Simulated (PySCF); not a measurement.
Species: SiEt2H2, C₄H₁₂Si.
SMILES: `[H][Si]([H])(CC)CC`

The closed-shell ground state was solved at several levels (PySCF, density fitting, gas phase, non-relativistic). One conformer (not necessarily the lowest) at the PBE0-D3(BJ)/def2-SVP geometry, without solvent, vibrations or thermal averaging.

```json
{"level": "CAM-B3LYP/def2-SVPD", "basis functions": "200", "total energy (Eh)": "-448.8535", "HOMO (eV)": "-9.44", "LUMO (eV)": "1.31", "gap (eV)": "10.75", "dipole (D)": "0.86"}
{"level": "PBE0/pcSseg-1", "basis functions": "152", "total energy (Eh)": "-448.7934", "HOMO (eV)": "-8.12", "LUMO (eV)": "1.12", "gap (eV)": "9.24", "dipole (D)": "0.84"}
```

What might KT2/pcSseg-1 (152 basis functions) give for the same quantities?

Total energy -454.4123 Eh, HOMO -6.92 eV, LUMO 0.11 eV, gap 7.03 eV, dipole 0.82 D.

Over all these levels, which gives the widest orbital gap and which the narrowest?

CAM-B3LYP/def2-SVPD (range-separated hybrid) has the widest, 10.75 eV, and KT2/pcSseg-1 (GGA) the narrowest, 7.03 eV. Functional and basis both differ between the two, so the spread mixes both effects.

How far do the dipole and the HOMO energy spread over the levels?

The dipole runs from 0.82 to 0.86 D (mean 0.84 D) and the HOMO from -9.44 to -6.92 eV.
